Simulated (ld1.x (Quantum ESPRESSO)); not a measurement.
**boron (B): one change to a PAW potential, before and after**

* Element: B (Z = 5)
* Generator: ld1.x (Quantum ESPRESSO) 7.5
* Type: PAW
* Functional: PBE
* Relativity: scalar-relativistic
* Frozen core: [He]
* Valence charge: 3
* Reference configuration: 2s2 2p1
* Partial waves: 2s (bound): rcut 1.30, rcutus 1.60 bohr; 2s channel at -0.1 Ry: rcut 1.30, rcutus 1.60 bohr; 2p (bound): rcut 2.60, rcutus 3.30 bohr; 2p channel at 1.85 Ry: rcut 2.60, rcutus 3.30 bohr; 3d channel at -0.1 Ry: rcut 3.30, rcutus 3.55 bohr; 3d channel at 1 Ry: rcut 3.30, rcutus 3.55 bohr
* Local potential: all-electron potential smoothed inside 2.50 bohr (lloc = -1)
* Core correction: a·sin(br)/r model core, default radius (core density twice the valence density)
* Augmentation charge: BESSEL, radius 1.50 bohr

All-electron outer shells of the reference configuration (PBE, scalar-relativistic, ld1.x):

```
shell  level (eV)  outermost node (bohr)  outermost maximum (bohr)
   1s     -180.59                      –                      0.21
   2s       -9.44                   0.46                      1.52
   2p       -3.61                      –                      1.57
```

Change: core correction a·sin(br)/r model core inside 0.80 bohr.

Cutoffs: the cutoffs (Ry, on a coarse ladder) from which the occupation-weighted sum of valence levels, in a spherical-Bessel basis at the reference potential, stays within 10 and 1 mRy of its value at 400 Ry; they do not see the model core or the augmentation charge, which bear on the density cutoff. Errors are all-electron minus pseudo energies relative to the spin-unpolarised reference configuration.

**Question.** What does the change do?

**Answer.** Both files are so soft that the ladder of cutoffs tells neither apart; the errors of the 7 common tests hardly move; neither file shows a bound ghost. The default core radius of the base comes out at 0.69 bohr. A wider model core is smoother and lowers the density cutoff, which this test does not measure.

| quantity | base | changed |
| --- | --- | --- |
| cutoff, loose | 6 Ry | 6 Ry |
| cutoff, tight | 8 Ry | 8 Ry |
| bound ghosts | none | none |
| error for 2s2 2p0, meV [ΔE 8.22 eV] | +21 | +24 |
| error for 2s1 2p0, meV [ΔE 33.64 eV] | -17 | -17 |
| error for 2s2 2p0.5, meV [ΔE 2.89 eV] | +2.8 | +3.1 |
| error for 2s1 2p2, meV [ΔE 5.85 eV] | +35 | +37 |
| error for 2s0 2p3, meV [ΔE 11.72 eV] | +3.1 | +3.1 |
| error for 2s1 2p1, meV [ΔE 14.36 eV] | +25 | +26 |
| error for 2s2 2p1.3, meV [ΔE -0.74 eV] | +0.9 | +0.9 |
| s: phases at 3.85 bohr within 0.05 rad from the reference energy up to (Ry; the scan ends near 5) | 3.3 | 3.3 |
| p: phases at 3.85 bohr within 0.05 rad from the reference energy up to (Ry; the scan ends near 5) | 3.3 | 3.3 |
| d: phases at 3.85 bohr within 0.05 rad from the reference energy up to (Ry; the scan ends near 5) | 2.2 | 2.2 |
| lowest overlap eigenvalue by channel | s 0.69, p 0.79, d 0.89 | s 0.69, p 0.79, d 0.89 |
